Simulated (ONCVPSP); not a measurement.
Plane-wave convergence, ONCV potential for tungsten (W)

W, optimised norm-conserving Vanderbilt (ONCV), made with ONCVPSP 4.0.1 (PBEsol, scalar-relativistic). Core [Kr] 4d10 4f14, reference 5s2 5p6 5d4 6s1 (charge +1). Waves: 5s+6s: rc 1.50 bohr, ncon 4, nbas 7, qcut 8.1 1/bohr, 2 projectors; 5p: rc 1.90 bohr, ncon 5, nbas 10, qcut 7.7 1/bohr, 2 projectors, debl 1.9 Ha; 5d: rc 1.50 bohr, ncon 4, nbas 8, qcut 5.6 1/bohr, local. Local part: the d channel. Core correction: Teter function, fcfact 1.5, rcfact 1.25.

Q: For each optimised wave give the share of its norm inside rc, the residual kinetic energy above qcut (Ha) and the cutoffs (Ha) for errors of 10, 1, 0.1 and 0.01 mHa per electron.

A:

| wave | norm inside rc | residual KE | 10 mHa | 1 mHa | 0.1 mHa | 0.01 mHa |
| --- | --- | --- | --- | --- | --- | --- |
| 5s | 0.887 | 8.3e-06 | 20.1 | 25.1 | 29.0 | 33.0 |
| 6s | 0.053 | 6.3e-06 | 16.9 | 23.2 | 28.1 | 31.9 |
| 5p | 0.921 | 1.9e-06 | 8.6 | 18.4 | 23.4 | 26.9 |
| p projector 2 | 0.109 | 1.8e-06 | 7.6 | 17.0 | 23.2 | 27.1 |
| 5d | 0.327 | 2.7e-04 | 10.7 | 14.0 | 17.4 | 31.6 |

The occupied waves need 25 Ha and 29 Ha for 1 and 0.1 mHa.
